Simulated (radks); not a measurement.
Effect of the nuclear size on the hafnium ion Hf3+, [Xe] 4f14 5d1. All-electron calculation, Dirac Kohn-Sham, PBE, spin-unpolarised, spherical densities, finite nucleus; open shells are shared between the two j in proportion to 2j + 1; Fermi nuclear charge, rms radius 5.347 fm. Program: a radial shooting solver on a logarithmic mesh with Libxc functionals. The rms radius is varied about that value; shifts are against it.

rms radius (fm)	total energy shift (eV)	density at nucleus (e/bohr^3)	1s1/2 shift (meV)	2s1/2 shift (meV)	5s1/2 shift (meV)	5p1/2 shift (meV)	5d5/2 shift (meV)	6s1/2 (empty) shift (meV)
4.5182	-14.0	1.277e+06	-5690	-788	-6.96	0.116	0.151	-1.12
5.0743	-4.78	1.23e+06	-1940	-269	-2.38	0.039	0.052	-0.382
5.347	0	1.209e+06	0.000	0.000	0.000	0.000	0.000	0.000
5.8603	9.45	1.173e+06	3840	532	4.70	-0.078	-0.102	0.755
5.9779	11.7	1.165e+06	4760	659	5.82	-0.096	-0.126	0.935

Slopes of the eigenvalues against <r^2> in GHz/fm^2, as finite differences over the two radii next to the reference (eigenvalue slopes, not the field-shift constants of lines): 1s1/2 163000, 2s1/2 22500, 5s1/2 199, 5p1/2 -3.29, 5d5/2 -4.33, 6s1/2 (empty) 32.0.
